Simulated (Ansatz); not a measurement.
Consider the formal exchange of groups at the Al–Br bond: `C[CH2][Al]([F])[Br]` + CH₄ → `C[CH2][Al]([CH3])[F]` + HBr.

Gas-phase electronic energies from Ansatz, PBE0-D4/def2-TZVP geometries. CCSD(T)/CBS is the MP2 limit (def2-TZVPP, def2-QZVPP) plus CCSD(T) − MP2 in def2-TZVPP, frozen cores. This one scheme is used for every species. DFT in def2-TZVPP. B3LYP here is the variant with VWN-RPA as its local correlation; programs differ in this. For Br outer-core shells are correlated without core-valence functions, which leaves a few kJ/mol of doubt a bond. Scalar relativity is left out up to krypton. One conformer a species, not always the lowest.

```json
{"level": "B3LYP-D4", "ΔE (kJ/mol)": "170.9"}
{"level": "MP2/def2-TZVPP", "ΔE (kJ/mol)": "176.5"}
```

What does CCSD(T)/CBS give? (Estimate.)

Ansatz gave: +173.8 kJ/mol. The listed levels differ from it by -2.9, 2.7 kJ/mol.

Largest T1 diagnostic among the species: 0.011.

From BLYP to BHLYP (50 % exact exchange), in def2-TZVPP and without D4, ΔE moves by +11.3 kJ/mol. In def2-TZVPP, CCSD(T) changes the Hartree–Fock value by −16.6 kJ/mol (the triples alone add −1.1 kJ/mol) and MP2 by −10.6 kJ/mol.
